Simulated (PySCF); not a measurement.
A structure optimised at B3LYP-D3(BJ)/def2-SVP, used in a PySCF frequency run:

```xyz
12

C      1.3352    -0.1831     0.0000
C      0.3986     0.1530    -1.2047
Si    -1.0615    -0.0565     0.0000
C      0.3986     0.1530     1.2047
H      2.2972     0.3568     0.0000
H      1.5711    -1.2600     0.0000
H      0.5078     1.2057    -1.5137
H      0.5057    -0.4810    -2.0965
H     -1.6500    -1.4296     0.0000
H     -2.1781     0.9372     0.0000
H      0.5078     1.2057     1.5137
H      0.5057    -0.4810     2.0965
```
Charge 0, spin multiplicity 1.

Write its SMILES, formula and point group.

C1C[SiH2]C1, C3H8Si, Cs

What are its rotational constants (standard atomic weights)?

8.7939, 6.1401, 4.1586 GHz
